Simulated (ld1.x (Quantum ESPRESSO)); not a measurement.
## Which change was made? (Cu, RRKJ)

ld1.x (Quantum ESPRESSO) 7.5 input, shortened:

```
&input
   title='Cu', zed=29., rel=2, dft='PZ', iswitch=3,
   config='[Ar] 3d8 4s0 4p0', rel_dist='average'
 /
 &inputp
   pseudotype=2, tm=.false., rho0=0.001, lloc=1,
   nlcc=.false.
 /
3
3S  1  0   2.00   0.00  0.80  0.80  0.0
3D  3  2   8.00   0.00  1.50  1.50  0.0
3P  2  1   6.00   0.00  0.75  0.75  0.0
 &test
   configts(1)='3s2 3p6 3d8 4s0 4p0'
 /
```

Open shells are filled in proportion to 2j + 1 (rel_dist='average').

Cutoffs, loose and tight: the cutoffs (Ry, on a coarse ladder) from which the occupation-weighted sum of valence levels, in a spherical-Bessel basis at the reference potential, stays within 10 and 1 mRy of its value at 400 Ry. They do not see the model core or the augmentation charge, which bear on the density cutoff. Test errors are all-electron minus pseudo excitation energies from the reference, over the configurations 3s2 3p6 3d10 4s1 4p0; 3s2 3p6 3d10 4s0 4p0; 3s2 3p6 3d9 4s0 4p0; 3s2 3p6 3d9 4s2 4p0; 3s2 3p6 3d9 4s1 4p1; 3s1 3p6 3d10 4s1 4p0; 3s2 3p6 3d9 4s1 4p0; variants that change the core or the reference have their own tests. The largest error is taken over the tests solved by every variant that gives reliable tests at all, those not shown here included: 3s1 3p6 3d10 4s1 4p0; 3s2 3p6 3d10 4s0 4p0; 3s2 3p6 3d9 4s0 4p0; 3s2 3p6 3d9 4s1 4p0.

The base gives: outcome: generated, misses its reference levels by 1.79 eV; bound ghosts: not determined; largest test error (meV): +96.

**Question.** After one change the result is: outcome: generated, misses its reference levels by 1.79 eV; bound ghosts: not determined; largest test error (meV): +121. Which change was it?
A. all radii scaled by about 1.15 (s 0.92, p 0.86, d 1.74 bohr)
B. all radii scaled by about 0.88 (s 0.70, p 0.66, d 1.32 bohr)
C. all radii scaled by about 0.77 (s 0.62, p 0.58, d 1.14 bohr)

**Answer.** C. The others give: all radii scaled by about 0.88 (s 0.70, p 0.66, d 1.32 bohr) → outcome: generated, misses its reference levels by 1.79 eV; bound ghosts: not determined; largest test error (meV): +69 | all radii scaled by about 1.15 (s 0.92, p 0.86, d 1.74 bohr) → outcome: generated, misses its reference levels by 1.79 eV; bound ghosts: not determined; largest test error (meV): +378.
